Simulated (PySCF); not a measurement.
Compound: C₇H₁₃N.
Z-matrix (Å and degrees, GFN2-xTB geometry), rows numbered from 1:
```
C 
C   1  1.5309
C   2  1.5054  1  109.26
C   3  1.3212  2  112.12  1  -106.15
C   4  1.4977  3  111.94  2    -1.98
C   5  1.5392  4  103.14  3   -13.10
C   6  1.5256  2  115.79  1   -30.25
N   7  1.4559  6  109.58  2  -178.36
H   1  1.0868  2  111.18  3  -179.72
H   1  1.0870  2  110.48  3    59.12
H   1  1.0883  2  109.53  3   -60.17
H   2  1.0950  1  108.07  3   121.67
H   3  1.0767  2  121.30  1    70.54
H   4  1.0769  3  126.30  2   177.32
H   5  1.0930  4  110.66  3   105.61
H   5  1.0893  4  112.73  3  -134.20
H   6  1.0963  2  107.29  1  -150.29
H   7  1.0927  6  110.26  2    64.07
H   7  1.1049  6  108.99  2   -54.37
H   8  1.0142  7  110.36  6   179.91
H   8  1.0151  7  110.10  6    61.14
```

Definitions: NICS(0) = −σiso at the ring centroid; NICS(1) = −σiso and NICS(1)zz = −σzz at ±1 Å along the ring normal z. Level: GIAO PBE0/pcSseg-1 (PySCF, non-relativistic, gas phase) on the GFN2-xTB geometry, one conformer.

Ring bond lengths (Å), with Mayer bond orders in brackets: C2–C3 1.505 (1.02), C3–C4 1.321 (1.87), C4–C5 1.498 (1.03), C5–C6 1.539 (0.98), C6–C2 1.549 (0.99).

Question: What do the NICS probes read (ppm)?

Answer: 
| ring | type | NICS(0) | NICS(1), two faces | NICS(1)zz, two faces | rms pucker (Å) | centre to ring atoms, mean (Å) |
| --- | --- | --- | --- | --- | --- | --- |
| C2–C3–C4–C5–C6 | 5-membered carbocycle; formal bonds 1 double, 4 single | -2.4 | -3.5 / -2.7 | -3.6 / -1.2 | 0.11 | 1.25 |

Question: What can be read from them?

Answer: 
- C2–C3–C4–C5–C6: mean NICS(1)zz -2.4 ppm, near zero. C2, C5, C6 have four or more neighbours, and the NICS criterion for π rings isn't applied.

Question: At the second NICS(1) probe listed for ring C2–C3–C4–C5–C6, 1 Å off the ring, what do the in-plane components average?

Answer: The isotropic value is a third of the trace: (3 × -2.7 − (-1.2))/2 = -3.5 ppm.

Question: What are the shieldings of the ring atoms and their hydrogens in the same run (means over atoms taken as equivalent)?

Answer: 
```json
{"atoms": "C2", "environment": "allylic carbon", "σ isotropic (ppm)": "141.4", "principal values of the symmetric part, first atom (ppm)": "122.4, 144.7, 156.9"}
{"atoms": "C3", "environment": "alkene CH carbon", "σ isotropic (ppm)": "42.5", "principal values of the symmetric part, first atom (ppm)": "-63.7, 56.2, 135.1"}
{"atoms": "C4", "environment": "alkene CH carbon", "σ isotropic (ppm)": "49.0", "principal values of the symmetric part, first atom (ppm)": "-58.8, 61.5, 144.2"}
{"atoms": "C5", "environment": "allylic carbon", "σ isotropic (ppm)": "144.9", "principal values of the symmetric part, first atom (ppm)": "122.1, 145.0, 167.5"}
{"atoms": "C6", "environment": "sp3 CH carbon", "σ isotropic (ppm)": "139.6", "principal values of the symmetric part, first atom (ppm)": "115.0, 143.9, 159.9"}
{"atoms": "H12", "environment": "methine hydrogen", "σ isotropic (ppm)": "29.09", "principal values of the symmetric part, first atom (ppm)": "25.1, 27.3, 34.9"}
{"atoms": "H13", "environment": "vinylic hydrogen", "σ isotropic (ppm)": "25.79", "principal values of the symmetric part, first atom (ppm)": "24.4, 26.2, 26.7"}
{"atoms": "H14", "environment": "vinylic hydrogen", "σ isotropic (ppm)": "25.74", "principal values of the symmetric part, first atom (ppm)": "24.4, 25.4, 27.4"}
{"atoms": "H15", "environment": "methylene hydrogen", "σ isotropic (ppm)": "29.36", "principal values of the symmetric part, first atom (ppm)": "25.8, 28.3, 34.0"}
{"atoms": "H16", "environment": "methylene hydrogen", "σ isotropic (ppm)": "28.90", "principal values of the symmetric part, first atom (ppm)": "23.8, 28.2, 34.6"}
{"atoms": "H17", "environment": "methine hydrogen", "σ isotropic (ppm)": "29.59", "principal values of the symmetric part, first atom (ppm)": "26.1, 28.4, 34.3"}
```
